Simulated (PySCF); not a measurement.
Basis-set dependence of SrF at PBE0

PySCF, UKS reference; doublet, unpaired electrons σ ↑; De to Sr + F without counterpoise correction.

```
      basis                           relativity  functions  Re (Å)  ωe (cm⁻¹)  De (eV)  μ (D)
   def2-SVP  scalar-relativistic core potentials         37   2.090        534     5.42  -3.30
  def2-SVPD  scalar-relativistic core potentials         49   2.112        504     5.49  -3.60
 def2-TZVPP  scalar-relativistic core potentials         71   2.069        502     5.44  -3.33
x2c-TZVPall                        spin-free X2C         94   2.061        513     5.50  -3.23
```

Question: How does each smaller set differ from the one with most functions, x2c-TZVPall?

Answer: def2-SVP: +2.9 pm, +4.1 % in ωe, -0.08 eV in De; def2-SVPD: +5.1 pm, -1.8 % in ωe, -0.01 eV in De; def2-TZVPP: +0.8 pm, -2.1 % in ωe, -0.06 eV in De. All at PBE0; the set with most functions is neither the basis-set limit nor always the best. The rows treat relativity differently, so the differences are not basis effects alone.

A positive dipole means Sr(−)F(+). Spin–orbit coupling is left out. The state is the lowest determinant that a PBE0 search found; another state may lie lower at other levels.
